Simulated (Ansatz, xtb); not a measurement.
Two isomers of C5H4BFO

We compare a, `O=CC1=CC=CB1F`, a singlet, with b, `O=CC1=CB(F)C=C1`, a singlet. Both are isolated molecules in the gas phase, relaxed with PBE0-D3(BJ)/def2-SVP, each in the lowest conformer that the search found.

Quicker runs give these differences E(b) − E(a): GFN2-xTB +1.68 kJ/mol; HF/STO-3G −1.01 kJ/mol (at GFN2-xTB geometries); r2SCAN-D4/def2-SVP +0.86 kJ/mol (at GFN2-xTB geometries).

Q: Estimate which is lower in electronic energy at CCSD(T)/def2-SVP, and by roughly how much.

A: Too close to call at this level: CCSD(T)/def2-SVP gives E(b) − E(a) = −3.09 kJ/mol.

The same difference at several levels:

```json
{"level": "GFN2-xTB", "geometry": "GFN2-xTB", "E(b) − E(a) (kJ/mol)": "+1.68", "departure from the last row (kJ/mol)": "+4.77", "job, with rough time for the two": "optimisation, 0.17 s"}
{"level": "HF/STO-3G", "geometry": "GFN2-xTB", "E(b) − E(a) (kJ/mol)": "−1.01", "departure from the last row (kJ/mol)": "+2.08", "job, with rough time for the two": "single point, 0.54 s"}
{"level": "r2SCAN-D4/def2-SVP", "geometry": "GFN2-xTB", "E(b) − E(a) (kJ/mol)": "+0.86", "departure from the last row (kJ/mol)": "+3.95", "job, with rough time for the two": "single point, 3.1 s"}
{"level": "PBE0-D3(BJ)/def2-SVP", "geometry": "PBE0-D3(BJ)/def2-SVP", "E(b) − E(a) (kJ/mol)": "−0.22", "departure from the last row (kJ/mol)": "+2.87", "job, with rough time for the two": "optimisation, 30 s"}
{"level": "HF/def2-SVP", "geometry": "PBE0-D3(BJ)/def2-SVP", "E(b) − E(a) (kJ/mol)": "−1.60", "departure from the last row (kJ/mol)": "+1.49", "job, with rough time for the two": "part of the CCSD(T) run"}
{"level": "MP2/def2-SVP", "geometry": "PBE0-D3(BJ)/def2-SVP", "E(b) − E(a) (kJ/mol)": "−2.61", "departure from the last row (kJ/mol)": "+0.48", "job, with rough time for the two": "part of the CCSD(T) run"}
{"level": "CCSD(T)/def2-SVP", "geometry": "PBE0-D3(BJ)/def2-SVP", "E(b) − E(a) (kJ/mol)": "−3.09", "departure from the last row (kJ/mol)": "", "job, with rough time for the two": "single point, 36 s"}
```

As drawn, both hold the same kinds of bond in the same numbers.

The largest departure from CCSD(T)/def2-SVP is that of GFN2-xTB, 4.77 kJ/mol.

With thermal terms from frequencies at re-optimised GFN2-xTB minima (ideal gas, soft modes damped towards free rotors, one conformer each, 298.15 K, 1 atm): on the last row, ΔE + ΔZPE = −3.03, ΔH = −3.13, ΔG = −2.71 kJ/mol.

The correlated steps freeze 8 core orbitals. Codes used: Ansatz 0.2.0, xtb 6.7.1; the last row on 2 threads of Intel(R) Xeon(R) 6975P-C (Granite Rapids) on a shared host.
